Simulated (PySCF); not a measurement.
**Vibration and rotation of HgI**

B3LYP constants of HgI, ²Σ⁺ (doublet), unpaired electrons σ ↑ (Hg def2-TZVPP with ECP60, I def2-TZVPP with ECP28; scalar-relativistic core potentials (PySCF 2.14); masses 201.9706 and 126.9045 u):

```
ωe           : 108.6 cm⁻¹
ωexe         : 0.683 cm⁻¹
Be           : 0.026974 cm⁻¹
αe           : 0.000157 cm⁻¹
De to Hg + I : 0.492 eV
```

What force constant and bond length do these constants imply?

Reduced mass μred = 77.935 u; k = 5.8918×10⁻⁷·μred·ωe² (u, cm⁻¹, mdyn/Å) = 0.542 mdyn/Å; Re = √(16.8576/(μred·Be)) (u, cm⁻¹, Å) = 2.832 Å.

Estimate the centrifugal constant D from the Kratzer relation and find the Dunham coefficient a1.

D = 4Be³/ωe² = 6.66e-09 cm⁻¹; a1 = −1 − αeωe/(6Be²) = -4.91.

These are scalar-relativistic numbers at best; spin–orbit coupling would shift them, the dissociation energy most. The state is the lowest determinant that a PBE0 search found; another state may lie lower at other levels.
